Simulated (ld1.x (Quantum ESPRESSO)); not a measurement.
**Before and after: PAW potential for silicon**

```json
{
  "Element": "silicon (Si)",
  "Generator": "ld1.x (Quantum ESPRESSO) 7.5",
  "Type": "PAW",
  "Functional": "LDA (PZ)",
  "Relativity": "non-relativistic",
  "Frozen core": "[Ne]",
  "Valence charge": "4",
  "Reference configuration": "3s2 3p1 (charge +1)",
  "Partial waves": "3s (bound): rcut 1.30, rcutus 1.50 bohr; 3s channel at -0.9 Ry: rcut 1.30, rcutus 1.50 bohr; 3p (bound): rcut 1.15, rcutus 1.40 bohr; 3p channel at -0.55 Ry: rcut 1.15, rcutus 1.40 bohr",
  "Local potential": "all-electron potential smoothed inside 1.10 bohr (lloc = -1)",
  "Core correction": "Bessel-smoothed model core inside 1.35 bohr",
  "Augmentation charge": "PSQ, inside the norm-conserving radii"
}
```

Change: wave 3p channel at -0.55 Ry: rcut 1.15, rcutus 1.40 bohr becomes 3p channel at 5.93 Ry: rcut 1.15, rcutus 1.40 bohr.

Cutoffs: the cutoffs (Ry, on a coarse ladder) from which the occupation-weighted sum of valence levels, in a spherical-Bessel basis at the reference potential, stays within 10 and 1 mRy of its value at 400 Ry; they do not see the model core or the augmentation charge, which bear on the density cutoff. Errors are all-electron minus pseudo energies relative to the spin-unpolarised reference configuration.

Problem. How do hardness, ghosts and transferability respond?

Solution. The potential gets softer (25 Ry and 30 Ry → 15 Ry and 30 Ry); the bound ghosts move from p, s to s; of the 9 tests that both files solve, the error grows in 0 and shrinks in 5 by more than 15 % and 0.3 meV (median size 1.2 → 0.4 meV).

| quantity | base | changed |
| --- | --- | --- |
| cutoff, loose | 25 Ry | 15 Ry |
| cutoff, tight | 30 Ry | 30 Ry |
| loose cutoff by channel (10 mRy a level) | s 8 Ry, p 25 Ry | s 8 Ry, p 12 Ry |
| bound ghosts | p, s | s |
| error for 3s2 3p2, meV [ΔE -7.84 eV] | -1.2 | +0.2 |
| error for 3s2 3p0, meV [ΔE 16.13 eV] | -6.3 | -6.3 |
| error for 3s1 3p0, meV [ΔE 50.20 eV] | -57 | -57 |
| error for 3s2 3p2.3, meV [ΔE -8.80 eV] | -1.4 | +0.5 |
| error for 3s0 3p4, meV [ΔE 5.82 eV] | -0.9 | -0.9 |
| error for 3s2 3p1.5, meV [ΔE -4.87 eV] | -0.5 | -0.1 |
| error for 3s1 3p2, meV [ΔE 7.35 eV] | -0.8 | -0.4 |
| error for 3s2 3p1 (spin-polarised), meV [ΔE -0.20 eV] | -0.3 | -0.3 |
| error for 3s2 3p2 (spin-polarised), meV [ΔE -8.45 eV] | -2.0 | +0.2 |
| s: phases at 1.66 bohr within 0.05 rad from the reference energy up to (Ry; the scan ends near 5) | to the end of the scan | to the end of the scan |
| p: phases at 1.66 bohr within 0.05 rad from the reference energy up to (Ry; the scan ends near 5) | to the end of the scan | 4.3 |
| lowest overlap eigenvalue by channel | s 0.55, p 0.80 | s 0.55, p 0.72 |

 A true bound ghost makes a file unfit for plane-wave use even where its test errors are small: the radial tests pick states by their node count and pass the ghost by.
